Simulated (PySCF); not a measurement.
# Two-photon absorption: `CC=C=C=C=C(C)C(F)(F)F`, C$_{8}$H$_{7}$F$_{3}$

Geometry (Å), atoms numbered from 1 in this order:
```xyz
18

C    -4.179   -0.084   -0.261
C    -3.121   -0.034    0.795
C    -1.822   -0.024    0.574
C    -0.558   -0.015    0.356
C     0.704    0.003    0.144
C     2.008   -0.009   -0.067
C     2.845   -1.250   -0.148
C     2.746    1.293   -0.242
F     3.678    1.441    0.711
F     1.947    2.352   -0.196
F     3.392    1.317   -1.416
H    -4.822   -0.969   -0.123
H    -4.835    0.800   -0.190
H    -3.746   -0.118   -1.269
H    -3.455    0.001    1.841
H     3.338   -1.317   -1.131
H     3.638   -1.227    0.616
H     2.232   -2.146    0.003
```

Computed, not measured: TDDFT CAM-B3LYP/aug-cc-pVDZ excited states, vertical, gas phase (PySCF 2.14.0). Geometry: PBE0-D3(BJ)/def2-SVP.

Question: How strongly do the lowest singlets absorb one photon, and two photons of half the energy?

Answer: δ for parallel linear polarisation; σ at the peak of a Lorentzian of half width 0.1 eV, single beam; Ω is circular over linear.
| state | E (eV) | f | photon λ (nm) | δ (au) | σ (GM) | Ω | main |
| --- | --- | --- | --- | --- | --- | --- | --- |
| S1 | 3.72 | 0.000 | 666 | <0.1 | 0.00 | – | HOMO→LUMO 0.81, HOMO−1→LUMO+1 0.09 |
| S2 | 3.98 | 0.000 | 622 | <0.1 | 0.00 | – | HOMO−1→LUMO+1 0.83, HOMO→LUMO 0.10 |
| S3 | 4.86 | 0.008 | 511 | 4.29 | 0.04 | 0.64 | HOMO−1→LUMO 0.50, HOMO→LUMO+1 0.40 |
| S4 | 5.86 | 2.447 | 423 | 60.6 | 0.76 | 0.47 | HOMO→LUMO+1 0.48, HOMO−1→LUMO 0.40 |
| S5 | 6.05 | 0.014 | 410 | 41.5 | 0.56 | 1.02 | HOMO→LUMO+2 0.78 |
| S6 | 6.19 | 0.057 | 401 | 91.4 | 1.28 | 0.45 | HOMO−1→LUMO+2 0.66, HOMO−1→LUMO+3 0.13 |

Among these, the strongest one-photon state is S4, the strongest two-photon state S6, with a dipole change of 3.1 D (relaxed, norm of the difference vector).
